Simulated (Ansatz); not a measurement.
`BOCCC`, relaxed with RKS PBE0-D4/def2-TZVP in Ansatz from a PBE-D4/def2-SVP geometry. The force threshold is 0.005 eV/Å; the program also tests the step.

Total charge 0; spin multiplicity 1.

Start:

```xyz
14

B    -0.808   -1.911    1.703
O    -0.309   -0.666    1.564
C     0.448   -0.257    0.421
C    -0.293    0.824   -0.358
C     0.524    1.355   -1.536
H    -1.451   -2.126    2.713
H    -0.607   -2.760    0.844
H     0.661   -1.138   -0.227
H     1.419    0.136    0.793
H    -0.549    1.647    0.343
H    -1.259    0.406   -0.714
H     0.772    0.550   -2.258
H    -0.031    2.137   -2.090
H     1.482    1.804   -1.198
```

```tsv
step	energy (eV)	largest force (eV/Å)	largest move (Å)
1	-5977.1052	0.470	0.000
2	-5977.1539	0.147	0.033
3	-5977.1583	0.024	0.012
4	-5977.1584	0.024	0.007
5	-5977.1585	0.011	0.003
6	-5977.1585	0.004	0.001
7	-5977.1585	0.009	0.006
8	-5977.1586	0.010	0.005
9 (rejected)	-5976.8206	2.954	0.070
10	-5977.1586	0.011	0.002
11	-5977.1586	0.003	0.011
12 (rejected)	-5977.1585	0.046	0.017
13	-5977.1586	0.003	0.009
```

End:

```xyz
14

B    -0.802   -1.888    1.676
O    -0.292   -0.656    1.563
C     0.453   -0.246    0.427
C    -0.293    0.817   -0.346
C     0.517    1.331   -1.523
H    -1.431   -2.128    2.666
H    -0.623   -2.701    0.806
H     0.664   -1.113   -0.211
H     1.407    0.150    0.791
H    -0.541    1.637    0.335
H    -1.244    0.399   -0.693
H     0.757    0.527   -2.224
H    -0.032    2.096   -2.075
H     1.460    1.775   -1.193
```

Hardware: 4 threads of an Arm Neoverse V2 on a shared host. Wall time 34 s, peak host memory 0.51 GiB.
